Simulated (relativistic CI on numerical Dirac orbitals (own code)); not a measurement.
## Ni+ in a cubic cluster: L2,3 absorption with charge transfer

Computed with a charge-transfer multiplet model of a cubic metal-ligand cluster with up to one ligand hole, Slater and spin-orbit integrals from Dirac-Coulomb-Breit ions, Slater integrals scaled by 0.8. The ground state mixes d9 with configurations of k ligand holes L, whose averages lie at kΔ + k(k − 1)U_dd/2; a core hole lowers each added d electron by U_cd. 300 K, Lorentzian 0.4 eV and Gaussian 0.3 eV FWHM.

Atomic integrals in eV (Slater integrals scaled, ζ unscaled), ground: F2dd 9.736, F4dd 6.042, zeta_d 0.072; with the core hole: F2dd 9.736, F4dd 6.042, zeta_d 0.080, zeta_core 11.421.

Cluster parameters (eV): Δ = 7.3, U_dd = 6.3, U_cd = 7.9, 10Dq(ligand) = 1.2, V(eg) = 1.3, V(t2g) = -0.61, final-state hopping factor = 1.

```csv
Case,n_d,d9,d10L,S
10Dq = -0.3 eV,9.01,0.99,0.01,0.50
10Dq = 0 eV,9.03,0.97,0.03,0.50
10Dq = 0.6 eV,9.03,0.97,0.03,0.50
10Dq = 0.9 eV,9.03,0.97,0.03,0.50
10Dq = 1.2 eV,9.03,0.97,0.03,0.50
```

Weights, n_d and S are thermal averages at 300 K. Photon energies count from the first peak over 30 % of the highest in each spectrum, which can be another peak from case to case. The parameters are a model scan and need not match a compound or its usual spin state. A negative ionic 10Dq is a model choice; hopping adds the covalent part of the field. Peaks in eV (height, largest 100):
- 10Dq = -0.3 eV: 0.0 (100)
- 10Dq = 0 eV: 0.0 (100), 17.1 (12)
- 10Dq = 0.6 eV: 0.0 (100), 17.1 (33)
- 10Dq = 0.9 eV: 0.0 (100), 17.1 (37)
- 10Dq = 1.2 eV: 0.0 (100), 17.1 (40)

For the case 10Dq = 0.6 eV, Δ = 7.3 eV is larger than U_dd = 6.3 eV, the Mott-Hubbard side of the Zaanen-Sawatzky-Allen scheme.
